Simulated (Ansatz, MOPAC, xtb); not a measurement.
Two conformers of C4H8O2 (SMILES C1COCCO1), B3LYP-D3(BJ)/def2-TZVP minima.
Conformer 1 (charge 0, multiplicity 1):
| atom | x (Å) | y (Å) | z (Å) |
|---|---|---|---|
| C | 0.6768 | 1.1944 | -0.3151 |
| C | 1.3623 | -0.0445 | 0.2321 |
| O | 0.4468 | -0.8367 | 0.9778 |
| C | -0.6768 | -1.1944 | 0.1831 |
| C | -1.3623 | 0.0445 | -0.3640 |
| O | -0.4468 | 0.8366 | -1.1097 |
| H | 0.3555 | 1.8365 | 0.5167 |
| H | 1.3507 | 1.7612 | -0.9586 |
| H | 2.1720 | 0.2254 | 0.9112 |
| H | 1.7758 | -0.6346 | -0.5974 |
| H | -0.3554 | -1.8365 | -0.6486 |
| H | -1.3507 | -1.7613 | 0.8266 |
| H | -2.1720 | -0.2254 | -1.0431 |
| H | -1.7758 | 0.6346 | 0.4656 |
Conformer 2 (charge 0, multiplicity 1):
| atom | x (Å) | y (Å) | z (Å) |
|---|---|---|---|
| C | -0.9682 | 1.0324 | -0.3575 |
| C | -1.2261 | -0.4544 | -0.1169 |
| O | -0.2049 | -1.2315 | -0.7129 |
| C | 1.0835 | -0.9659 | -0.1557 |
| C | 1.1346 | 0.4015 | 0.5244 |
| O | 0.4184 | 1.3548 | -0.2374 |
| H | -1.2572 | 1.3074 | -1.3732 |
| H | -1.5572 | 1.6335 | 0.3481 |
| H | -2.1653 | -0.7526 | -0.5826 |
| H | -1.3052 | -0.6740 | 0.9556 |
| H | 1.3525 | -1.7517 | 0.5629 |
| H | 1.7878 | -1.0012 | -0.9884 |
| H | 2.1647 | 0.7522 | 0.5853 |
| H | 0.7427 | 0.3493 | 1.5484 |

No zero-point or thermal terms.

The state that PM3 reach isn't checked.

Programs: Ansatz (Gaussian orbitals); MOPAC for PM3 (differences of heats of formation); xtb for the GFN methods. Values without a source in brackets are computed.

Problem. One of these levels gives 7.55 kcal/mol for the electronic energy of conformer 2 less that of conformer 1. Which one is it?
A) GFN1-xTB
B) SVWN5/def2-TZVPP
C) PM3
D) HF/cc-pVDZ

Solution. B, SVWN5/def2-TZVPP. The others give 3.33 (PM3), 4.37 (GFN1-xTB), 6.49 (HF/cc-pVDZ)

Ansatz is a program for electronic structure.
